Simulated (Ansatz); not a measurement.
Method: Ansatz (a first-principles code) with frozen-core CCSD(T)/def2-TZVPP // PBE-D3(BJ)/def2-TZVP.

Ansatz 0.2 input:
```yaml
crystal:
  periodic: [false, false, false]
  atoms:
    - { symbol: Sn, position_ang: [0.000018, -0.00001, -0.000003] }
    - { symbol: H, position_ang: [-1.107923, -1.076148, -0.747821] }
    - { symbol: H, position_ang: [-0.843633, 1.376559, 0.581497] }
    - { symbol: H, position_ang: [0.77206, -0.793731, 1.311028] }
    - { symbol: H, position_ang: [1.179479, 0.49333, -1.1447] }
basis:
  gaussian: { orbitals: def2-TZVPP }
correlation:
  method: ccsd_t
```

Output:

```
Functional definition: HF
758 factors; integrals over basis functions are off by at most 7.8e-4 eV
mean field evaluation 1: about -5867.4761 eV, gradient 9.6e0 eV
mean field evaluation 2: about -5867.4804 eV, gradient 9.6e0 eV
mean field evaluation 4: about -5867.9748 eV, gradient 1.3e0 eV
mean field evaluation 8: about -5867.9783 eV, gradient 1.7e-4 eV
mean field -5867.97832995 eV, -215.6442261671 hartree, gradient 1.6e-6 eV, S^2 0.000000; 0 other end points of the search recorded, 0 dependent functions left out
4 core orbitals not correlated
reference -5867.97832995 eV, -215.6442261671 hartree; 9, 9 occupied and 93, 93 virtual orbitals, 758 factors
second order -9.52805907 eV of doubles, -0.00000000 eV of singles
cycle   1  -9.66732298 eV  change   -1.4e-1 eV  update   7.7e-2
cycle   2  -9.98989657 eV  change   -3.2e-1 eV  update   2.4e-2
cycle   3  -10.01760563 eV  change   -2.8e-2 eV  update   9.3e-3
cycle   4  -10.01252364 eV  change    5.1e-3 eV  update   2.3e-3
cycle   5  -10.01237106 eV  change    1.5e-4 eV  update   6.0e-4
cycle   6  -10.01221926 eV  change    1.5e-4 eV  update   1.7e-4
cycle   7  -10.01219336 eV  change    2.6e-5 eV  update   3.6e-5
cycle   8  -10.01220626 eV  change   -1.3e-5 eV  update   9.2e-6
perturbative correction -0.23123012 eV, -0.0084975502 hartree
Total energy: -5878.22176633 eV, -216.0206655107 hartree
```

Cost: very roughly 8 core-seconds.
